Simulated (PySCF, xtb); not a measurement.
B₃H₂O₃, SMILES B1OBO[B]O1 (connectivity only; charge and spin as stated), charge +1, multiplicity 1.

Harmonic wavenumbers (cm⁻¹) from xtb with GFN2-xTB at its own minimum, in rising order: 274, 345, 410, 551, 584, 674, 689, 743, 751, 828, 911, 929, 1109, 1225, 1251, 1783, 2718, 2719.

**Question.** What does PBE0-D3(BJ)/def2-SVP run with PySCF 2.14.0 give at its own minimum? (Estimate from the structure and the level; the computed values follow.)

**Answer.** 229, 298, 488, 515, 547, 728, 823, 861, 865, 911, 980, 1037, 1211, 1235, 1340, 1928, 2814, 2820. Paired by order, the mean absolute difference is 81 cm⁻¹ and the zero-point energies are 26.4 and 28.1 kcal/mol.
